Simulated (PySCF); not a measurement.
CH3Li, triplet, at a GFN2-xTB geometry (such geometries of metal compounds can be far from the true shape) (a higher spin typed on purpose: for a closed-shell molecule this is an excited state). Base run: HF/6-31G (PySCF).

PySCF was given this input:
```python
from pyscf import gto, scf, solvent

mol = gto.M(
    atom='''
Li   -1.237384   -0.750669   -1.068819
C     0.391761    0.237665    0.338393
H     0.722172   -0.688585    0.758404
H    -0.308590    0.837477    0.879922
H     0.948002    0.677124   -0.462227
''',
    basis='6-31g',
    charge=0,
    spin=2,
    verbose=3,
)

mf = scf.UHF(mol)
mf.kernel()
```

The base run was repeated with changes; each row names its change, and settings that it needs were set with it.

| change | ΔE vs base (kJ/mol) | dipole (D) |
|---|---|---|
| base | 0.00 | 4.35 |
| model = IEF-PCM; solvent = 2-propanol | -24.65 | 5.89 |
| model = ddCOSMO; solvent = n-hexane | -17.00 | 4.84 |
| model = IEF-PCM; solvent = n-hexane | -8.39 | 5.00 |
| model = COSMO; solvent = n-hexane | -8.04 | 4.98 |
| model = IEF-PCM; solvent = n-hexane; vdw_scale = 1.4 | -6.98 | 4.97 |
| model = IEF-PCM; solvent = n-hexane; lebedev_order = 11 | -8.30 | 4.98 |
| model = IEF-PCM; solvent = dichloromethane | -21.88 | 5.77 |
| model = IEF-PCM; solvent = n-hexane; vdw_scale = 1.1 | -9.34 | 4.99 |
| model = IEF-PCM; solvent = chloroform | -17.83 | 5.57 |
| model = SS(V)PE; solvent = n-hexane | -8.29 | 4.99 |
| model = C-PCM; solvent = n-hexane | -10.56 | 5.15 |

The base is the gas phase, so ΔE is the electrostatic part of solvation at a fixed geometry, without cavity and dispersion terms.

Open shells are given as the SCF converged; they aren't shown to be the lowest states, and a large step between rows can be another state.
